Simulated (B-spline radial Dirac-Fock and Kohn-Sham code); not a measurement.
ΔSCF core binding energies without Breit or QED terms, calculated with a radial B-spline solver.

A sound run for sulfur as S²⁺ in the configuration [Ne] 3s2 3p2: The ground state converged in 9 iterations, with total energy -397.42174 Ha, virial ratio 1.99436 and highest orbital energy -33.70 eV. ΔSCF binding energies: K (1s) 2512.3 eV, L3 (2p3/2) 200.2 eV. Holes are computed only in closed shells, and unreliable hole states are left out.

A second run, with one unsound setting: The ground state converged in 8 iterations, with total energy -393.55541 Ha, virial ratio 1.95148 and highest orbital energy 3.51 eV. ΔSCF binding energies: K (1s) 2482.3 eV, L3 (2p3/2) 175.8 eV. Holes are computed only in closed shells, and unreliable hole states are left out.

```
iter   energy (Ha)        error
   1     -393.23158907  5.85e-01
   2     -393.53846380  5.83e-02
   3     -393.55306429  2.13e-02
   4     -393.55508102  7.79e-03
   5     -393.55538561  2.06e-03
   6     -393.55540802  7.28e-05
   7     -393.55540804  2.53e-06
   8     -393.55540804  4.51e-08
```

Q: Which fault fits the second run best?
A. tolerance below the noise
B. box too small
C. overfilled shell
D. damping too heavy

A: B. The input had rmax = 2.0: rmax squeezes the outer orbitals.
